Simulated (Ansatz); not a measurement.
Born–Oppenheimer molecular dynamics of C2H7F2NSi (13 atoms, charge 0, multiplicity 1). It starts from a relaxed structure.

The calculation used RKS B3LYP-D4/STO-3G in Ansatz.

```yaml
ensemble: NVT, Nosé–Hoover chain
time_step: 0.5 fs
steps_asked: 166
set_temperature: 300 K
thermostat: time constant 3 fs, chain length 1
seed: 782348
```

First frame:

```xyz
13
Properties=species:S:1:pos:R:3
Si 0.022 -0.004 -0.081
H 0.154 -0.057 1.372
N 1.554 0.010 -0.962
C 2.381 -1.232 -0.872
H 1.731 -2.114 -1.018
H 3.147 -1.234 -1.670
H 2.912 -1.351 0.099
C 2.394 1.237 -0.807
H 3.158 1.275 -1.607
H 1.753 2.132 -0.902
H 2.929 1.297 0.167
F -0.783 1.350 -0.504
F -0.812 -1.308 -0.596
```

(1) How far do the bonds stretch over the last three quarters of this one trajectory? (Pairs bonded in most of those frames.)

## Answers

(1) 
```
   bond  mean (Å)  spread (Å)  shortest  longest
 Si1–H2     1.467       0.019      1.43     1.50
 Si1–N3     1.790       0.029      1.75     1.83
Si1–F12     1.628       0.046      1.56     1.71
Si1–F13     1.640       0.051      1.58     1.76
  N3–C4     1.501       0.035      1.43     1.56
  N3–C8     1.513       0.036      1.45     1.56
  C4–H5     1.108       0.016      1.08     1.14
  C4–H6     1.107       0.016      1.08     1.13
  C4–H7     1.114       0.016      1.09     1.15
  C8–H9     1.108       0.024      1.07     1.15
 C8–H10     1.106       0.007      1.09     1.12
 C8–H11     1.114       0.015      1.09     1.14
```

Mean temperature of the second half: 293 K. The conserved energy stayed within 0.22 meV per atom of its start (net change 0.11 meV per atom), so the integration is sound. A run of 0.083 ps of so small a system gives no equilibrium averages. Limits of this set-up: minimal basis.

Run time: 8.9 min on 1 thread of Arm Neoverse V1, with other jobs on the host, peak memory 0.11 GiB.
